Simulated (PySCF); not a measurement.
Two-component Hartree-Fock for Yb³⁴⁺ (ytterbium, charge +34)

Start: [Kr]. Calculated with PySCF 2.14 in an even-tempered Gaussian basis (17 s from 3.5 bohr⁻², ratio 2.8; 14 p from 4.6 bohr⁻², ratio 2.8; 8 d from 8.1 bohr⁻², ratio 2.8; 4 f from 23 bohr⁻², ratio 3): generalised Hartree-Fock with the X2C-1e Hamiltonian and a Gaussian nucleus; one run each with spin-orbit coupling (SO) switched off, then screened by Boettger's factors.

```json
{"spinor shell": "1s1/2", "electrons": "2", "ε, spin-free (eV)": "-63048.6", "ε, screened SO (eV)": "-63033.3", "weight of nominal j (screened SO)": "1.000", "rms radius, screened SO (bohr)": "0.0223"}
{"spinor shell": "2s1/2", "electrons": "2", "ε, spin-free (eV)": "-11979.5", "ε, screened SO (eV)": "-11974.7", "weight of nominal j (screened SO)": "1.000", "rms radius, screened SO (bohr)": "0.0901"}
{"spinor shell": "2p1/2", "electrons": "2", "ε, spin-free (eV)": "-10724.1", "ε, screened SO (eV)": "-11468.6", "weight of nominal j (screened SO)": "1.000", "rms radius, screened SO (bohr)": "0.0768"}
{"spinor shell": "2p3/2", "electrons": "4", "ε, spin-free (eV)": "-10724.1", "ε, screened SO (eV)": "-10415.4", "weight of nominal j (screened SO)": "1.000", "rms radius, screened SO (bohr)": "0.0838"}
{"spinor shell": "3s1/2", "electrons": "2", "ε, spin-free (eV)": "-3798.4", "ε, screened SO (eV)": "-3796.8", "weight of nominal j (screened SO)": "1.000", "rms radius, screened SO (bohr)": "0.228"}
{"spinor shell": "3p1/2", "electrons": "2", "ε, spin-free (eV)": "-3410.8", "ε, screened SO (eV)": "-3575.5", "weight of nominal j (screened SO)": "1.000", "rms radius, screened SO (bohr)": "0.220"}
{"spinor shell": "3p3/2", "electrons": "4", "ε, spin-free (eV)": "-3410.8", "ε, screened SO (eV)": "-3341.2", "weight of nominal j (screened SO)": "1.000", "rms radius, screened SO (bohr)": "0.233"}
{"spinor shell": "3d3/2", "electrons": "4", "ε, spin-free (eV)": "-2943.5", "ε, screened SO (eV)": "-2973.1", "weight of nominal j (screened SO)": "1.000", "rms radius, screened SO (bohr)": "0.206"}
{"spinor shell": "3d5/2", "electrons": "6", "ε, spin-free (eV)": "-2943.5", "ε, screened SO (eV)": "-2922.3", "weight of nominal j (screened SO)": "1.000", "rms radius, screened SO (bohr)": "0.210"}
{"spinor shell": "4s1/2", "electrons": "2", "ε, spin-free (eV)": "-1682.4", "ε, screened SO (eV)": "-1681.9", "weight of nominal j (screened SO)": "1.000", "rms radius, screened SO (bohr)": "0.482"}
{"spinor shell": "4p1/2", "electrons": "2", "ε, spin-free (eV)": "-1533.2", "ε, screened SO (eV)": "-1583.2", "weight of nominal j (screened SO)": "1.000", "rms radius, screened SO (bohr)": "0.483"}
{"spinor shell": "4p3/2", "electrons": "4", "ε, spin-free (eV)": "-1533.2", "ε, screened SO (eV)": "-1512.0", "weight of nominal j (screened SO)": "1.000", "rms radius, screened SO (bohr)": "0.507"}
```

```json
{"quantity": "E (hartree)", "spin-free": "-13403.71529", "screened SO": "-13416.98880"}
{"quantity": "M_J", "spin-free": "0", "screened SO": "0"}
{"quantity": "⟨J²⟩", "spin-free": "0.000", "screened SO": "0.000"}
{"quantity": "⟨L²⟩", "spin-free": "0.000", "screened SO": "0.064"}
{"quantity": "⟨S²⟩", "spin-free": "0.000", "screened SO": "0.064"}
```

Breit and QED terms are absent; they matter most for the inner s and p1/2 levels.

Densities and radii are taken from the X2C orbitals without a picture-change correction, which distorts them close to the nucleus.

Without spin-orbit coupling the j labels of p, d and f shells carry no meaning; the spin-free column gives the mean over the occupied spinors of each nl shell.
